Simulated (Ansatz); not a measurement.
Calculation: frozen-core CCSD(T)/cc-pVTZ // PBE0-D3(BJ)/def2-TZVP in Ansatz (a program for electronic structure). The restricted HF reference is unstable towards unrestricted orbitals.

Ansatz 0.2 input:
```yaml
crystal:
  periodic: [false, false, false]
  atoms:
    - { symbol: C, position_ang: [2.119259, 0.055564, -0.040892] }
    - { symbol: C, position_ang: [0.632747, -0.058261, 0.006113] }
    - { symbol: C, position_ang: [-0.063493, -1.175383, 0.283617] }
    - { symbol: Si, position_ang: [-1.867338, -0.746676, 0.20417] }
    - { symbol: C, position_ang: [-1.515019, 1.031955, -0.227417] }
    - { symbol: C, position_ang: [-0.181243, 1.152407, -0.273948] }
    - { symbol: H, position_ang: [2.449965, 0.391725, -1.028992] }
    - { symbol: H, position_ang: [2.472595, 0.801576, 0.678365] }
    - { symbol: H, position_ang: [2.602127, -0.895856, 0.181093] }
    - { symbol: H, position_ang: [0.428343, -2.114965, 0.502747] }
    - { symbol: H, position_ang: [-2.625768, -1.477225, -0.848808] }
    - { symbol: H, position_ang: [-2.595487, -0.915342, 1.492199] }
    - { symbol: H, position_ang: [-2.180421, 1.863721, -0.418423] }
    - { symbol: H, position_ang: [0.329465, 2.085593, -0.50476] }
basis:
  gaussian: { orbitals: cc-pVTZ }
correlation:
  method: ccsd_t
```

Output:

```
Functional definition: HF
1684 factors; integrals over basis functions are off by at most 1.0e-3 eV
mean field evaluation 1: about -13137.6208 eV, gradient 3.8e1 eV
mean field evaluation 2: about -13138.0124 eV, gradient 3.8e1 eV
mean field evaluation 4: about -13142.4031 eV, gradient 4.6e0 eV
mean field evaluation 8: about -13142.4847 eV, gradient 3.3e-1 eV
mean field evaluation 16: about -13137.6192 eV, gradient 3.8e1 eV
mean field -13142.48516435 eV, -482.9774214933 hartree, gradient 3.3e-6 eV, S^2 0.000000; 0 other end points of the search recorded, 0 dependent functions left out; unrestricted orbitals would lower it
10 core orbitals not correlated
reference -13142.48516435 eV, -482.9774214933 hartree; 16, 16 occupied and 270, 270 virtual orbitals, 1684 factors
second order -25.25103664 eV of doubles, -0.00000000 eV of singles
cycle   1  -25.75604179 eV  change   -5.1e-1 eV  update   1.1e-1
cycle   2  -26.46289075 eV  change   -7.1e-1 eV  update   3.5e-2
cycle   3  -26.59843841 eV  change   -1.4e-1 eV  update   1.7e-2
cycle   4  -26.59052518 eV  change    7.9e-3 eV  update   4.6e-3
cycle   5  -26.59181880 eV  change   -1.3e-3 eV  update   2.2e-3
cycle   6  -26.59225829 eV  change   -4.4e-4 eV  update   5.9e-4
cycle   7  -26.59205683 eV  change    2.0e-4 eV  update   3.1e-4
cycle   8  -26.59205823 eV  change   -1.4e-6 eV  update   1.3e-4
cycle   9  -26.59206992 eV  change   -1.2e-5 eV  update   5.4e-5
cycle  10  -26.59203937 eV  change    3.1e-5 eV  update   1.7e-5
perturbative correction -1.29035904 eV, -0.0474198201 hartree
Total energy: -13170.36756276 eV, -484.0020807356 hartree
```

Cost: around 30 core-minutes (rough).
